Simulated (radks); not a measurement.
Q: Zr III, 38 electrons, occupied as [Kr] 4d2. All-electron calculation, non-relativistic Kohn-Sham, XLYP, spin-polarised, spherical densities, point nucleus; open shells are filled with parallel spins first (spin-orbit coupling, left out, can overturn this in heavy ions); relativity is left out, which matters for an element this heavy. Program: a radial shooting solver on a logarithmic mesh with Libxc functionals. Some entries of the table are withheld. Estimate them.

orbital  occ.  eigenvalue (Ry)  <r> (bohr)  <1/r> (bohr^-1)
1s down     1        -1281.866     0.03814            39.49
1s up       1        -1281.865     0.03814            39.49
2s up       1        -175.7834      0.1674            8.863
2s down     1        -175.7703      0.1673            8.863
2p up       3        -161.2061      0.1437            8.854
2p down     3        -161.1967      0.1437            8.854
3s up       1        -29.57683      0.4702            3.033
3s down     1        -29.57015      0.4702            3.033
3p up       3        -24.10396      0.4672            2.937
3p down     3        -24.09628      0.4672            2.937
3d up       5        -14.12546      0.4515            2.742
3d down     5        -14.11347      0.4515            2.742
4s up       1         -4.91489       1.240            1.087
4s down     1         -4.83250       1.235            1.092
4p up       3         -3.44685       1.375           0.9694
4p down     3         -3.35631       1.371           0.9743
4d up       2         -1.32634       1.987           0.6630
4d down     0         -1.23927       2.032           0.6522
5s up       0         -1.18440       3.217           0.4006
5p up       0         -0.87722         (1)           0.3390

A: 
(1) 5p up <r> (bohr): 3.792
